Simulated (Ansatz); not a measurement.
Consider the ligand exchange at a Ga–C bond: `F[CH](F)[GaH2]` + HBr → `[GaH2][Br]` + `FCF`.

Computed with Ansatz on PBE0-D4/def2-TZVP structures; ΔE is electronic, products minus reactants. CCSD(T)/CBS is the MP2 limit (def2-TZVPP, def2-QZVPP) plus CCSD(T) − MP2 in def2-TZVPP, frozen cores. This one scheme is used for every species. DFT in def2-TZVPP. For Br, Ga outer-core shells are correlated without core-valence functions, which leaves a few kJ/mol of doubt a bond. Scalar relativity is left out up to krypton.

`F[CH](F)[GaH2]`:

Cartesian coordinates in Å:
```
F 1.425 1.100 -0.225
C 0.460 0.249 -0.709
F 1.107 -0.837 -1.233
Ga -0.712 -0.297 0.850
H -0.023 0.765 -1.546
H -2.160 0.292 0.959
H -0.096 -1.273 1.904
```

HBr:

Cartesian coordinates in Å:
```
Br -0.155 0.310 -0.620
H 0.155 -0.310 0.620
```

`[GaH2][Br]`:

Z-matrix (Å, degrees):
```
Ga
Br 1 2.294
H 1 1.557 2 115.4
H 1 1.557 2 115.4 3 -180.0
```

`FCF`:

Z-matrix (Å, degrees):
```
C
F 1 1.351
F 1 1.351 2 108.6
H 1 1.093 2 108.8 3 118.2
H 1 1.094 2 108.8 3 -118.2
```

CCSD(T)/CBS gives -43.8 kcal/mol.

Another level gave -43.9 kcal/mol. Which?
A. LC-ωPBE/def2-TZVPP
B. PBE/def2-TZVPP
C. r2SCAN-D4/def2-TZVPP
D. HF/def2-TZVPP

C. r2SCAN-D4 -43.9, PBE -41.7, LC-ωPBE -42.8, HF/def2-TZVPP -50.9 kcal/mol.

Largest T1 diagnostic among the species: 0.013.

From BLYP to BHLYP (50 % exact exchange), in def2-TZVPP and without D4, ΔE moves by −5.2 kcal/mol. In def2-TZVPP, CCSD(T) changes the Hartree–Fock value by +6.9 kcal/mol (the triples alone add +0.6 kcal/mol) and MP2 by +5.3 kcal/mol.
